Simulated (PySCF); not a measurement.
Computed shifts of a molecule C2H8BN3, PySCF with PBE/pcSseg-1, GIAO, gas phase, equivalent atoms averaged, in ppm (number of nuclei): ¹⁵N: 69.6 (2), 44.3 (1). ¹³C: 53.2 (2). ¹H: 3.76 (2), 3.52 (2), 1.65 (2), 1.25 (2). References: ¹⁵N against NH3 (σ = 267.0 ppm); ¹¹B against BF3 (σ = 83.9 ppm); ¹³C against TMS (σ = 182.0 ppm); ¹H against TMS (σ = 31.49 ppm), references at their B3LYP-D3(BJ)/def2-TZVP geometries, non-relativistic. The structure is a stationary point at B3LYP-D3(BJ)/def2-SVP. Other conformers were not sampled.

Task: Identify the compound among the candidates.
A) NB1NCCN1
B) C/N=C/B(N)N
C) C/C=N/B(N)N

Result: A, NB1NCCN1
